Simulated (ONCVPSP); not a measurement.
# What the settings do to the ONCV potential of lead (Pb)

Base potential:

- Element: lead
- Generator: ONCVPSP 4.0.1
- Type: optimised norm-conserving Vanderbilt (ONCV)
- Functional: PBEsol
- Relativity: scalar-relativistic
- Frozen core: [Kr] 4d10 4f14
- Valence charge: 22
- Reference configuration: 5s2 5p6 5d10 6s1.5 6p2.5
- Partial waves: 5s+6s: rc 1.45 bohr, ncon 4, nbas 8, qcut 6.7 1/bohr, 2 projectors; 5p+6p: rc 1.40 bohr, ncon 3, nbas 8, qcut 8.5 1/bohr, 2 projectors; 5d: rc 1.75 bohr, ncon 4, nbas 8, qcut 10.4 1/bohr, 2 projectors, debl 2.7 Ha
- Local potential: polynomial inside 1.10 bohr (lpopt 5, dvloc0 6 Ha)
- Core correction: Teter function fitted to the true core (icmod 2), fcfact 0.55

Cutoffs, loose and tight: the cutoffs (Ha) at which the residual kinetic energy of the hardest occupied pseudo-wave falls to 1 and 0.1 mHa per electron. They do not see the model core or the augmentation charge, which bear on the density cutoff. Test errors are all-electron minus pseudo excitation energies from the reference, over the configurations 5s2 5p6 5d10 6s2 6p2; 5s2 5p6 5d10 6s2 6p1; 5s2 5p6 5d10 6s2 6p0; 5s2 5p6 5d9 6s2 6p3. A dash means not determined; rows that change the core or the reference have their own tests.

| change | outcome | cutoff, loose | cutoff, tight | bound ghosts | GHOST(+) flags above zero | largest test error (meV) |
| --- | --- | --- | --- | --- | --- | --- |
| base | generated | 28 Ha | 70 Ha | none | none | -12 |
| p: ncon 4, nbas 9 | generated | 28 Ha | 70 Ha | none | none | -12 |
| core correction Teter function fitted to the true core (icmod 2), fcfact 0.8 | generated | 28 Ha | 70 Ha | none | none | -12 |
| p: rc 0.92; local potential polynomial inside 0.92 bohr (lpopt 5, dvloc0 6 Ha) | generated | 164 Ha | 328 Ha | none | s, p | -12 |

**Question.** What comes out with this change to the base: d: rc 1.54?

**Answer.** outcome: generated; cutoff, loose: 26 Ha; cutoff, tight: 70 Ha; bound ghosts: none; GHOST(+) flags above zero: none; largest test error (meV): -11.

**Question.** What comes out with this change to the base: core [Xe] 4f14 5d10, valence charge 4; reference 6s2 6p2; waves now 6s: rc 2.10 bohr, ncon 4, nbas 8, qcut 3.3 1/bohr, 1 projector; 6p: rc 1.90 bohr, ncon 4, nbas 7, qcut 5.1 1/bohr, 2 projectors, debl 1.1 Ha; local potential polynomial inside 1.30 bohr (lpopt 5, dvloc0 0 Ha)?

**Answer.** outcome: failed: ERROR pspot: first pseudo wave function has node, program will stop. Cause: the optimised pseudo-wave of the first projector has a node, so the radial equation cannot be inverted for a potential.
